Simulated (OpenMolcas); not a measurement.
**Sb³⁺: from CASSCF to CASPT2**

| Property | Result |
| --- | --- |
| Program | OpenMolcas |
| Basis | ANO-R2 [7s6p4d2f1g] |
| Scalar Hamiltonian | X2C, finite nucleus |
| Active space | 2 electrons in 8 orbitals (5s 5p 6s 6p) |
| State averaging | 2S+1 = 3 even, 3 roots; 2S+1 = 1 even, 7 roots; 2S+1 = 3 odd, 3 roots; 2S+1 = 1 odd, 3 roots |
| Spin-orbit coupling | RASSI with atomic mean-field integrals over the reference wave functions, term energies averaged over their components |

Methods on the same reference wave functions:
A. CASSCF
B. SS-CASPT2, IPEA 0.25 Eh, imaginary shift 0.1 Eh (closed shells correlated: 4d)
C. MS-CASPT2, IPEA 0.25 Eh, imaginary shift 0.1 Eh (closed shells correlated: 4d)

Energies in cm-1 above 5s2 1S0, the measured ground level; measured values from Moore, Atomic Energy Levels, vol. III, NSRDS-NBS 35 (1971 reprint of NBS Circular 467, 1958).

| Level | A | B | C | Measured |
| --- | --- | --- | --- | --- |
| 5s2 1S0 | 0.0 | 0.0 | 0.0 | 0.0 |
| 5s 5p 3P* 0 | 60358 | 63810 | 64350 |  |
| 5s 5p 3P* 1 | 62430 | 65780 | 66320 | 66700 |
| 5s 5p 3P* 2 | 67218 | 70670 | 71210 | 72560 |
| 5s 5p 1P* 1 | 103265 | 93440 | 93980 | 95952 |
| 5p2 3P0 | 149491 | 151070 | 151600 | 152076 |
| 5p2 3P1 | 152601 | 154460 | 155000 | 156388 |

Deviations, from unrounded energies. A percentage is the sum of absolute deviations over the sum of measured energies, with the sign that they share, or ± where signs differ.

| Against measurement | Levels | A | B | C |
| --- | --- | --- | --- | --- |
| mean absolute deviation (cm-1) | 5 | 4700 | 1700 | 1100 |
| other configurations (%) | 5 | ±4.3 | -1.5 | -1.0 |

C lies closest to measurement on these levels and A furthest from it. The largest miss of C in the table is 5s 5p 1P* 1, by -2000 cm-1. The ranking rests on the paired levels alone, and a cruder setting can come out closer through cancelling errors.

Between B and C the level of the table that moves most is 5p2 3P1, by 540 cm-1 (lowest in B, highest in C). Moves below CASPT2's spread within the term are not significant.

The lowest spin-free term lies below A's lowest term by 0.429 hartree in B, 0.431 hartree in C.

Over all roots computed the reference weight is 0.87 to 0.94 in B, 0.87 to 0.94 in C; the roots of lowest weight are the least certain, and an intruder state may touch them. Active for correlation alone: 6p 6s; no level in the range computed is led by a configuration that fills them, so any true level of that kind is missing. The ¹D term of p² mixes with s d, which this space lacks. Computed and measured levels are paired by configuration, term and J; levels that our copy of the source lacks, or whose pairing is in doubt (as where it misses far off the trend of its configuration), stay unpaired and out of the deviations. Levels of configurations outside the active space are missing. The table leaves out levels that lie high or whose names do not pair safely across all columns.

* marks odd parity.
